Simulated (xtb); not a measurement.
xtb input (GFN2-xTB):

```bash
xtb mol.xyz --gfn 2 --sp --chrg 0 --uhf 0
```
mol.xyz:
```
4

F     -0.15332582     1.98249839    -0.01122688
Al    -0.02702592     0.34944436    -0.00197890
Cl     1.85447790    -0.51897817    -0.00947148
Cl    -1.75263852    -0.79780196     0.01692840
```

End of the output:

```
         :::::::::::::::::::::::::::::::::::::::::::::::::::::
         ::                     SUMMARY                     ::
         :::::::::::::::::::::::::::::::::::::::::::::::::::::
         :: total energy             -15.119212239890 Eh    ::
         :: gradient norm              0.033572549458 Eh/a0 ::
         :: HOMO-LUMO gap              4.356762582429 eV    ::
         ::.................................................::
         :: SCC energy               -15.151210701539 Eh    ::
         :: -> isotropic ES            0.053321297506 Eh    ::
         :: -> anisotropic ES          0.002148760523 Eh    ::
         :: -> anisotropic XC         -0.004436733901 Eh    ::
         :: -> dispersion             -0.002584384915 Eh    ::
         :: repulsion energy           0.031998461649 Eh    ::
         :: add. restraining           0.000000000000 Eh    ::
         :: total charge              -0.000000000000 e     ::
         :::::::::::::::::::::::::::::::::::::::::::::::::::::

           -------------------------------------------------
          |                Property Printout                |
           -------------------------------------------------

    * Orbital Energies and Occupations

         #    Occupation            Energy/Eh            Energy/eV
      -------------------------------------------------------------
         1        2.0000           -1.0662957             -29.0154
         2        2.0000           -1.0658520             -29.0033
         3        2.0000           -0.8269093             -22.5013
         4        2.0000           -0.5546224             -15.0920
         5        2.0000           -0.5267197             -14.3328
         6        2.0000           -0.5267083             -14.3325
         7        2.0000           -0.5004917             -13.6191
         8        2.0000           -0.4695995             -12.7785
         9        2.0000           -0.4694336             -12.7739
Note: The following floating-point exceptions are signalling: IEEE_UNDERFLOW_FLAG IEEE_DENORMAL
normal termination of xtb
        10        2.0000           -0.4636904             -12.6177
        11        2.0000           -0.4630614             -12.6005
        12        2.0000           -0.4545881             -12.3700 (HOMO)
        13                         -0.2944800              -8.0132 (LUMO)
        14                         -0.1753765              -4.7722
        15                         -0.0810230              -2.2047
        16                         -0.0726064              -1.9757
        17                         -0.0624077              -1.6982
        18                         -0.0617544              -1.6804
        19                         -0.0055481              -0.1510
        20                         -0.0031847              -0.0867
        21                          0.0001188               0.0032
        22                          0.0001295               0.0035
        23                          0.0030157               0.0821
       ...                                ...                  ...
        31                          1.0667979              29.0290
      -------------------------------------------------------------
                  HL-Gap            0.1601081 Eh            4.3568 eV
             Fermi-level           -0.3745341 Eh          -10.1916 eV

     #   Z          covCN         q      C6AA      α(0)
     1   9 F        0.672    -0.224    11.507     4.004
     2  13 Al       2.209     0.443   124.938    25.085
     3  17 Cl       0.768    -0.110   102.392    15.479
     4  17 Cl       0.768    -0.110   102.392    15.479

 Mol. C6AA /au·bohr⁶  :       1163.996215
 Mol. C8AA /au·bohr⁸  :      62064.553637
 Mol. α(0) /au        :         60.047358

Wiberg/Mayer (AO) data.
largest (>0.10) Wiberg bond orders for each atom

 ---------------------------------------------------------------------------
     #   Z sym  total        # sym  WBO       # sym  WBO       # sym  WBO
 ---------------------------------------------------------------------------
     1   9 F    1.354 --     2 Al   1.252
     2  13 Al   3.935 --     4 Cl   1.342     3 Cl   1.342     1 F    1.252
     3  17 Cl   1.492 --     2 Al   1.342
     4  17 Cl   1.492 --     2 Al   1.342
 ---------------------------------------------------------------------------

Topologies differ in total number of bonds
Writing topology from bond orders to xtbtopo.mol

molecular dipole:
                 x           y           z       tot (Debye)
 q only:        0.021      -0.275       0.002
   full:        0.031      -0.394       0.002       1.006
molecular quadrupole (traceless):
                xx          xy          yy          xz          yz          zz
 q only:       -0.911       0.087      -2.025       0.026       0.030       2.936
  q+dip:        0.947       0.293      -2.822       0.005       0.027       1.875
   full:       -0.541       0.300      -4.391       0.036       0.056       4.932

           -------------------------------------------------
          | TOTAL ENERGY              -15.119212239890 Eh   |
          | GRADIENT NORM               0.033572549458 Eh/α |
          | HOMO-LUMO GAP               4.356762582429 eV   |
           -------------------------------------------------

------------------------------------------------------------------------
------------------------------------------------------------------------
 total:
 SCF:
```
